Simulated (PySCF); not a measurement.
Structure problem from calculated spectra and properties.

Formula: C8H17BO.

- NMR, other nuclei: isotropic shieldings of nuclei other than C and H, by class: 21 (1 B), 269 (1 O) ppm [GIAO KT3/pcSseg-1]
- 13C NMR: chemical shifts (computed TMS as zero) by class: 70.9 (1 C), 70.3 (1 C), 45.8 (1 C), 35.4 (1 C), 33.9 (1 C), 28.2 (1 C), 12.5 (2 C) ppm [GIAO KT3/pcSseg-1]
- 1H NMR: chemical shifts (computed TMS as zero) by class: 3.93 (1 H), 3.77 (1 H), 3.65 (1 H), 3.25 (1 H), 1.79 (1 H), 1.75 (1 H), 1.57 (1 H), 1.35 (1 H), 1.14 (1 H), 1.12 (1 H), 1.03 (1 H), 0.82 (6 H) ppm [GIAO KT3/pcSseg-1]
- Rotational structure: rotational constants A, B, C: 2.315, 0.771, 0.712 GHz [PBE0-D3(BJ)/def2-SVP]
- Dipole: 1.17 D [KT3/pcSseg-1]

Gas-phase values; electronic properties from PySCF, density fitting. Levels stand in brackets. Isolated species at its PBE0-D3(BJ)/def2-SVP geometry (one conformer only). NMR classes are plain means over equivalent atoms (diastereotopic ones count apart unless rotation or inversion swaps them), as if these changed places fast.

**Question.** Give a SMILES that accounts for the data.

**Answer.** Numbering: `[CH3:1][B:2]([CH3:3])[C@@H:4]1[CH2:5][CH2:6][CH2:7][O:8][CH2:9][CH2:10]1`. 8 carbons fall into 7 classes; from least to most shielded: ring sp3 carbon bound to oxygen [C9] (70.9 ppm), ring sp3 carbon bound to oxygen [C7] (70.3 ppm), ring sp3 carbon bound to boron [C4] (45.8 ppm), ring CH2 carbon [C6] (35.4 ppm), ring CH2 carbon [C10] (33.9 ppm), ring CH2 carbon [C5] (28.2 ppm), chain sp3 carbon bound to boron [C1/C3] (12.5 ppm, 2 C, up to 4.4 ppm apart in this geometry). Hydrogen classes from least to most shielded: 1 H on an sp3 carbon bound to oxygen, C9 (3.93 ppm), 1 H on an sp3 carbon bound to oxygen, C7 (3.77 ppm), 1 H on an sp3 carbon bound to oxygen, C7 (3.65 ppm), 1 H on an sp3 carbon bound to oxygen, C9 (3.25 ppm), 1 H on a ring CH2 carbon, C6 (1.79 ppm), 1 H on a ring CH2 carbon, C5 (1.75 ppm), 1 H on a ring CH2 carbon, C6 (1.57 ppm), 1 H on a ring CH2 carbon, C5 (1.35 ppm), 1 H on a ring CH2 carbon, C10 (1.14 ppm), 1 H on a ring CH2 carbon, C10 (1.12 ppm), 1 H on an sp3 carbon bound to boron, C4 (1.03 ppm), 6 H on 2 like atoms (sp3 carbon bound to boron), C1/C3 (0.82 ppm, a mean of values up to 0.6 ppm apart in this geometry). The other shieldings belong to: 21 ppm, three-coordinate boron [B2]; 269 ppm, cyclic ether oxygen [O8]. The optimised geometry has point group C1 and is an asymmetric top. Structure: `CB(C)[C@@H]1CCCOCC1`. Computed isomers that give other values at the same levels: `CC(C)O[C@H]1BCCCC1` (rotational constant A: 2.814 GHz; this holds for the one conformer computed); `CC(C)O[C@@H]1CBCCC1` (rotational constant A: 2.838 GHz; this holds for the one conformer computed). The assignments are read from this structure; whether some other isomer fits the data as well wasn't checked. The mirror image fits equally.
